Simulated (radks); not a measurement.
Pt, 78 electrons, occupied as [Xe] 4f14 5d9 6s1 (the NIST ground configuration).

All-electron calculation, scalar-relativistic Kohn-Sham, exchange-only B88, spin-unpolarised, spherical densities, finite nucleus; Fermi nuclear charge, rms radius 5.427 fm. Program: a radial shooting solver on a logarithmic mesh with Libxc functionals.

Energy parts (hartree):
part                   energy
total             -18406.4462
kinetic            20522.5253
electron-nucleus  -45737.7175
Hartree             7159.5665
exchange            -350.8205

Orbitals (lengths in bohr, moments of r in powers of bohr):
\begin{tabular}{lrrrrr}
orbital & occ. & eigenvalue (hartree) & <1/r> & <r^2> & <r> \\ \hline
1s & 2 & -2881.274 & 93.91 & 0.0004062 & 0.01715 \\
2s & 2 & -506.1777 & 22.01 & 0.006203 & 0.07236 \\
2p & 6 & -438.8318 & 19.67 & 0.005201 & 0.06522 \\
3s & 2 & -118.8646 & 8.160 & 0.04005 & 0.1871 \\
3p & 6 & -99.24287 & 7.465 & 0.04106 & 0.1882 \\
3d & 10 & -77.92130 & 7.032 & 0.03401 & 0.1704 \\
4s & 2 & -25.50362 & 3.492 & 0.1945 & 0.4151 \\
4p & 6 & -19.06615 & 3.158 & 0.2220 & 0.4419 \\
4d & 10 & -11.23723 & 2.826 & 0.2535 & 0.4682 \\
4f & 14 & -2.53860 & 2.389 & 0.3249 & 0.5163 \\
5s & 2 & -3.70665 & 1.418 & 1.018 & 0.9523 \\
5p & 6 & -2.02429 & 1.200 & 1.382 & 1.104 \\
5d & 9 & -0.19242 & 0.7831 & 3.604 & 1.715 \\
6s & 1 & -0.18296 & 0.4273 & 10.34 & 2.985 \\
\end{tabular}

The highest occupied level is 6s at -4.979 eV. The density falls to 0.001 e/bohr^3 at r = 4.40 bohr. The electron density at the nucleus is 2.117e+06 e/bohr^3 (large components only).
